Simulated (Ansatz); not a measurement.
Born–Oppenheimer molecular dynamics of CH₄FNO₂Si (10 atoms, charge 0, multiplicity 1). It starts from a relaxed structure.

Theory: UKS B3LYP/STO-3G in Ansatz.

```yaml
ensemble: NVE (velocity Verlet)
time_step: 0.25 fs
steps_asked: 132
starting_velocities_drawn_for: 100 K
seed: 818713
```

First frame:

```xyz
10
Properties=species:S:1:pos:R:3
N -0.028 -1.849 -0.283
C -0.553 -0.431 -0.138
F -1.944 -0.505 -0.164
O -0.024 0.452 -1.214
Si 0.512 1.561 0.025
O -0.088 0.311 1.084
H 0.975 -1.815 0.062
H -0.529 -2.406 0.468
H -0.182 2.836 0.084
H 1.944 1.796 0.080
```

**Question.** What does the run give?

**Answer.** The run went to its last step.

| Property | Result |
| --- | --- |
| steps done | 132 |
| time covered | 33 fs |
| mean temperature over the second half | 53 K |
| spread of the potential energy over the second half | 1.0 meV per atom |
| mean potential energy of the second half above the start | 4.9 meV per atom |

The conserved energy stayed within 0.0067 meV per atom of its start (net change 0.0046 meV per atom), so the integration is sound. A run of 0.033 ps of so small a system gives no equilibrium averages. Limits of this set-up: minimal basis.

**Question.** What happens to the structure?

**Answer.** The same pairs are bonded in the first frame and the last. Pairs count as bonded within 1.25 times the sum of covalent radii (0.12 Å more for H–H). The details hang on the random start.

**Question.** How do temperature and energy run in time?

**Answer.** 
```csv
time (fs),T (K),potential energy less start (eV),conserved less start (meV/atom)
0.0,100,0.000,0.00
1.0,95,0.006,0.00
2.0,83,0.018,0.01
3.0,72,0.029,0.01
4.0,65,0.036,0.01
5.0,60,0.041,0.00
6.0,53,0.048,0.00
7.0,45,0.057,0.01
8.0,39,0.063,0.01
9.0,36,0.066,0.01
10.0,36,0.067,0.01
11.0,38,0.064,0.01
12.0,44,0.058,0.00
13.0,51,0.051,0.00
14.0,54,0.048,0.00
15.0,54,0.047,0.01
16.0,57,0.044,0.01
17.0,65,0.036,0.00
18.0,72,0.029,0.00
19.0,73,0.028,0.00
20.0,67,0.034,0.00
21.0,57,0.044,0.01
22.0,50,0.052,0.01
23.0,46,0.056,0.01
24.0,45,0.056,0.01
25.0,47,0.055,0.00
26.0,47,0.054,0.00
27.0,46,0.056,0.00
28.0,44,0.058,0.01
29.0,43,0.059,0.01
30.0,45,0.057,0.01
31.0,48,0.054,0.00
32.0,49,0.053,0.00
33.0,48,0.054,0.00
```

The run took 9.3 min on 1 CPU thread of a shared host.
